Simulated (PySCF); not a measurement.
Where the electron goes

C2H10OSi4.
Cartesian coordinates in Å at the GFN2-xTB level; atoms count from 1:
```xyz
17
C2H10OSi4 angstrom
C     -2.1751    0.8966   -0.7387
Si    -1.4641   -0.4282    0.4261
Si     0.1591   -1.7875   -0.6452
Si     1.8426   -0.5814    0.5023
C      2.2633    0.7834   -0.7392
O      1.3685    1.3755   -1.3120
Si     0.2039    0.4655    1.8565
H     -2.7690    1.6314   -0.2020
H     -1.3645    1.4243   -1.2321
H     -2.8070    0.4645   -1.5099
H     -2.6320   -1.0892    1.0473
H      0.1398   -3.2197   -0.3049
H      0.2409   -1.7907   -2.1105
H      3.1494   -1.0948    0.9491
H      3.3134    1.0668   -0.9577
H      0.3200    1.9207    2.0154
H      0.2037   -0.0252    3.2445
```

Level of theory: TDDFT wB97X-D/def2-SVPD, vertical, gas phase, core orbitals frozen in the response in PySCF 2.14.0, density-fitted response routines.

Frontier orbitals with the atoms that hold most of them (Löwdin shares over 4%, at most four atoms; ? is withheld):

| orbital | ε (eV) | atoms |
| --- | --- | --- |
| LUMO+2 | 1.02 | Si7 19%, Si3 19%, Si2 19%, Si4 14% |
| LUMO+1 | 0.28 | Si4 19%, Si7 18%, Si3 18%, Si2 15% |
| LUMO | -0.05 | ? |
| HOMO | ? | ? |
| HOMO-1 | -9.23 | Si2 21%, Si7 20%, Si3 20%, Si4 18% |
| HOMO-2 | -9.71 | Si7 22%, Si3 22%, Si4 15%, Si2 11% |
| HOMO-3 | -9.86 | Si2 18%, Si4 18%, O6 12%, Si3 10% |

Problem. Which atoms hold the LUMO, and with what shares?

Solution. C5 (bonded to O, Si and H) 34%; O6 (bonded to C) 24%; Si4 (bonded to C, 2 Si and H) 14%; Si7 (bonded to 2 Si and 2 H) 7%. By element: carbon 34% or more, oxygen 24%, silicon 21% or more.

Problem. Which atoms hold the HOMO, and with what shares?

Solution. O6 (bonded to C) 40%; C5 (bonded to O, Si and H) 20%; Si4 (bonded to C, 2 Si and H) 14%; H15 (bonded to C) 9%.

Problem. What is the HOMO energy, and the HOMO–LUMO gap?

Solution. ε(HOMO) = -8.78 eV; the gap is 8.73 eV (0.3208 hartree).

Problem. The HOMO–LUMO gap is 8.73 eV. Where does the response calculation put the lowest singlet, and from which orbitals?

Solution. S1 is at 3.17 eV (f = 0.0005), 5.56 eV below the gap, made of HOMO→LUMO (84%). 

Problem. Give energy, strength and leading configuration of S1, S2, S3, S4, S6 and S7, and follow the Löwdin shares of the leading atoms from the occupied to the empty orbital.

Solution. 
- S1 (3.17 eV, f 0.0005), HOMO→LUMO (84%): O6 40% → 24%, C5 20% → 34%
- S2 (4.84 eV, f 0.0013), HOMO-1→LUMO+1 (96%): Si2 21% → 15%, Si7 20% → 18%, Si4 18% → 19%
- S3 (4.91 eV, f 0.0025), HOMO→LUMO+1 (93%): O6 40% → at most 15%, C5 20% → at most 15%, Si4 14% → 19%, Si7 at most 9% → 18%
- S4 (5.25 eV, f 0.147), HOMO-1→LUMO (86%): Si2 21% → at most 7%, Si7 20% → 7%, C5 at most 19% → 34%, O6 at most 19% → 24%
- S6 (5.57 eV, f 0.0052), HOMO-2→LUMO+1 (96%): Si7 22% → 18%, Si3 22% → 18%, Si4 15% → 19%
- S7 (5.74 eV, f 0.0093), HOMO-2→LUMO (87%): Si7 22% → 7%, Si3 22% → at most 7%, C5 at most 12% → 34%, O6 at most 12% → 24%

Löwdin shares depend on the basis, the more so with diffuse functions.

Hardware: one thread, Arm Neoverse N1 (aarch64), shared host with 64 logical CPUs at a one-minute load of 62. Cost: 1.8 min of wall time, 1.0 GiB resident at most.

One conformer stands for the species.
